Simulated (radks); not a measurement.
Valence configurations of the holmium ion Ho2+ (all share [Xe]). Method: scalar-relativistic Kohn-Sham, r2SCAN, spin-unpolarised, spherical densities, finite nucleus; meta-GGA in the generalised Kohn-Sham scheme; Fermi nuclear charge, rms radius 5.2022 fm; computed with a radial shooting solver on a logarithmic mesh with Libxc functionals. Energies are relative to 4f11; eigenvalues in eV.

[
 {"valence": "4f11", "E (eV)": "0.000", "e(4f)": "-16.938", "e(5d)": "-", "e(6p)": "-", "e(6s)": "-"},
 {"valence": "4f10.5 5d0.5", "E (eV)": "2.554", "e(4f)": "-20.038", "e(5d)": "-13.867", "e(6p)": "-", "e(6s)": "-"},
 {"valence": "4f10.5 6s0.5", "E (eV)": "2.350", "e(4f)": "-21.388", "e(5d)": "-", "e(6p)": "-", "e(6s)": "-15.229"},
 {"valence": "4f9.5 6s0.5 6p1", "E (eV)": "17.240", "e(4f)": "-32.568", "e(5d)": "-", "e(6p)": "-13.171", "e(6s)": "-18.191"},
 {"valence": "4f7.5 6s0.5 6p3", "E (eV)": "77.137", "e(4f)": "-57.956", "e(5d)": "-", "e(6p)": "-16.824", "e(6s)": "-23.261"},
 {"valence": "4f10 6p1", "E (eV)": "11.019", "e(4f)": "-27.470", "e(5d)": "-", "e(6p)": "-12.381", "e(6s)": "-"},
 {"valence": "4f10 5d1", "E (eV)": "6.255", "e(4f)": "-23.352", "e(5d)": "-14.765", "e(6p)": "-", "e(6s)": "-"},
 {"valence": "4f10 6s1", "E (eV)": "6.298", "e(4f)": "-26.178", "e(5d)": "-", "e(6p)": "-", "e(6s)": "-16.553"},
 {"valence": "4f9.5 6s1.5", "E (eV)": "12.100", "e(4f)": "-31.282", "e(5d)": "-", "e(6p)": "-", "e(6s)": "-17.725"},
 {"valence": "4f7.5 6s1 6p2.5", "E (eV)": "73.917", "e(4f)": "-57.374", "e(5d)": "-", "e(6p)": "-16.594", "e(6s)": "-23.042"}
]

NIST lists [Xe] 4f11 as the ground configuration; this level of theory agrees among the configurations tried. The energies are those of spherical spin-averaged densities, not of single terms.
